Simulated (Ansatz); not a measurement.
A calculation with Ansatz (development build ahead of 0.2.0).

```yaml
crystal:
  periodic: [false, false, false]
  atoms:
    - { symbol: V, position_ang: [0.0, 0.0, 0.0] }
    - { symbol: O, position_ang: [0.0, 0.0, 2.384] }
basis:
  gaussian: { orbitals: pcseg-2 }
magnetization:
  spin_polarized: true
  initial_magnetization: 3
hamiltonian:
  xc: pbe
```

The input is written out in the form of the current development build from the run's settings.

Output:

```
Converged                       : yes
Total energy                    : -1018.82909 hartree
Spin squared of the determinant : 4.606
Stability test                  : minimum
```

Caution: another spin multiplicity may lie lower; the unrestricted determinant is a mixture of spin states.
